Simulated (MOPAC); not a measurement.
Input file for MOPAC: PM7 on ClGeH3 (SMILES [Cl][GeH3]), a point of a bond scan (R = 3.066 Å).

```
PM7 1SCF PRECISE CHARGE=0 THREADS=1
ClGeH3

Ge    -0.68437382 1     0.03163627 1     0.00355747 1
Cl     1.48817264 1    -0.06879314 1    -0.00773572 1
H     -1.45479632 1     2.90174861 1    -0.75101693 1
H     -1.14315274 1    -0.32666519 1     1.42174700 1
H     -1.18623477 1    -0.98290436 1    -1.03034895 1
```

The log:

```
*******************************************************************************
 **                                                                           **
 **                              MOPAC v23.2.5                                **
 **                                                                           **
 *******************************************************************************
 ** MOPAC's Digital Object Identifier: https://doi.org/10.5281/zenodo.6511958 **
 **                                                                           **
 ** Please cite the open-source release paper for use of this MOPAC version:  **
 ** J. E. Moussa and J. J. P. Stewart (2026)                                  **
 ** MOPAC: An open-source semiempirical molecular orbital program             **
 ** J. Open Source Softw., 11(119), 8025, https://doi.org/10.21105/joss.08025 **
 *******************************************************************************

                              PM7 CALCULATION RESULTS

 *******************************************************************************
 *  PM7        - The PM7 Hamiltonian to be used
 *
 *
 *
 *                 CHARGE ON SYSTEM = 0
 *
 *
 *
 *  PRECISE    - TIGHTER CRITERIA TO BE USED
 *  1SCF       - DO 1 SCF AND THEN STOP
 *  THREADS=1  - MULTI-THREADING NOT USED
 *  T=         - A TIME OF 172800.0 SECONDS REQUESTED
 *  DUMP=N     - RESTART FILE WRITTEN EVERY 7200.0 SECONDS REQUESTED
 *******************************************************************************
PM7 1SCF PRECISE CHARGE=0 THREADS=1
 ClGeH3

   ATOM   CHEMICAL          X               Y               Z
  NUMBER   SYMBOL      (ANGSTROMS)     (ANGSTROMS)     (ANGSTROMS)

     1      Ge         -0.68437382  *   0.03163627  *   0.00355747  *
     2      Cl          1.48817264  *  -0.06879314  *  -0.00773572  *
     3       H         -1.45479632  *   2.90174861  *  -0.75101693  *
     4       H         -1.14315274  *  -0.32666519  *   1.42174700  *
     5       H         -1.18623477  *  -0.98290436  *  -1.03034895  *



          CARTESIAN COORDINATES

    NO.       ATOM           X           Y           Z

     1        Ge         -0.6844      0.0316      0.0036
     2        Cl          1.4882     -0.0688     -0.0077
     3         H         -1.4548      2.9017     -0.7510
     4         H         -1.1432     -0.3267      1.4217
     5         H         -1.1862     -0.9829     -1.0303

 General Reference for PM7:
 "Optimization of Parameters for Semiempirical Methods VI: More Modifications to the
 NDDO Approximations and Re-optimization of Parameters", J. J. P. Stewart, J. Mol. Mod., 1:32, 19 (2013)
 https://link.springer.com/article/10.1007/s00894-012-1667-x

           Empirical Formula: H3 Ge Cl  =     5 atoms



      MOLECULAR POINT GROUP   :   Cs


      RHF CALCULATION, NO. OF DOUBLY OCCUPIED LEVELS = 7


 -------------------------------------------------------------------------------
 PM7 1SCF PRECISE CHARGE=0 THREADS=1
 ClGeH3



     1SCF WAS SPECIFIED, SO BFGS WAS NOT USED
     SCF FIELD WAS ACHIEVED


                              PM7 CALCULATION
                                                       MOPAC v23.2.5 Linux




          FINAL HEAT OF FORMATION =        101.45688 KCAL/MOL =     424.49561 KJ/MOL


          COSMO AREA              =        108.68 SQUARE ANGSTROMS
          COSMO VOLUME            =         92.38 CUBIC ANGSTROMS

          IONIZATION POTENTIAL    =          8.412143 EV
          HOMO LUMO ENERGIES (EV) =         -8.412 -2.582
          NO. OF FILLED LEVELS    =          7
          MOLECULAR WEIGHT        =        111.0667         POINT GROUP:  Cs

          MOLECULAR DIMENSIONS (Angstroms)

            Atom       Atom       Distance
            H     3   Cl     2     4.24708
           Cl     2    H     5     2.66343
            H     4   Cl     2     2.23188


          SCF CALCULATIONS        =          1





   ATOM   CHEMICAL          X               Y               Z
  NUMBER   SYMBOL      (ANGSTROMS)     (ANGSTROMS)     (ANGSTROMS)

     1      Ge         -0.68437382  *   0.03163627  *   0.00355747  *
     2      Cl          1.48817264  *  -0.06879314  *  -0.00773572  *
     3       H         -1.45479632  *   2.90174861  *  -0.75101693  *
     4       H         -1.14315274  *  -0.32666519  *   1.42174700  *
     5       H         -1.18623477  *  -0.98290436  *  -1.03034895  *

                             CARTESIAN COORDINATES

   1   Ge       -0.684373820     0.031636270     0.003557470
   2   Cl        1.488172640    -0.068793140    -0.007735720
   3    H       -1.454796320     2.901748610    -0.751016930
   4    H       -1.143152740    -0.326665190     1.421747000
   5    H       -1.186234770    -0.982904360    -1.030348950


           Empirical Formula: H3 Ge Cl  =     5 atoms



      MOLECULAR POINT GROUP   :   Cs


                  EIGENVALUES
 -24.84445 -16.18210 -12.43904 -12.13968 -11.32060 -10.54102  -8.41214  -2.58158
  -1.22118   1.49781   3.18899  71.65085  71.68696  71.69097  72.18356  72.18407


              NET ATOMIC CHARGES AND DIPOLE CONTRIBUTIONS

  ATOM NO.   TYPE          CHARGE      No. of ELECS.   s-Pop       p-Pop       d-Pop
    1         Ge          -0.127808        4.1278     1.09255     3.03526
    2         Cl          -0.306502        7.3065     1.99399     5.30893     0.00358
    3          H           0.267359        0.7326     0.73264
    4          H           0.083476        0.9165     0.91652
    5          H           0.083476        0.9165     0.91652
 DIPOLE           X         Y         Z       TOTAL
 POINT-CHG.    -4.573     3.283    -0.798     5.686
 HYBRID         0.611    -0.351     0.083     0.710
 SUM           -3.961     2.932    -0.715     4.980


          ATOMIC ORBITAL ELECTRON POPULATIONS

     Atom    s        px        py        pz      x^2-y^2     xz        z^2       yz        xy
    1 Ge   1.09255   0.73974   1.20441   1.09110
    2 Cl   1.99399   1.35504   1.96613   1.98776   0.00262   0.00009   0.00083   0.00000   0.00004
    3  H   0.73264
    4  H   0.91652
    5  H   0.91652

 **********************
 *                    *
 * JOB ENDED NORMALLY *
 *                    *
 **********************




 == MOPAC DONE ==
```

The run finished.

Cost: roughly 0.03 core-seconds.
